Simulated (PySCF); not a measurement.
Computed with PySCF and rigid-rotor harmonic-oscillator thermochemistry at 1 bar. 'Table' is the NASA 1993 thermochemical table (part measured, part estimated). 6-31G* has spherical d functions here. All species are closed-shell singlets. The harmonic model lacks anharmonicity and excited electronic states, which grow with temperature; levels with a mode under 35 cm⁻¹ are left out. Soft modes under 120 cm⁻¹ make the harmonic entropy rough for TiCl4.

Harmonic frequencies at HF/6-31G* (cm⁻¹): 121, 121, 145, 145, 145, 403, 506, 506, 506. Point group Td; S°(298 K) = 350.3 J/mol/K at this level.

Q: Work out Cp and S° of gaseous TiCl4 at 500, 800, 1200, 1600, 2000 K from these, and set them beside the table.

A: 
```tsv
T (K)	Cp HF/6-31G*	Cp table	S° HF/6-31G*	S° table
500	102.7	103.0	401.7	406.5
800	105.9	106.0	450.8	455.7
1200	107.1	107.1	494.0	498.9
1600	107.5	107.5	524.9	529.8
2000	107.7	107.8	548.9	553.8
```
Units J/mol/K.
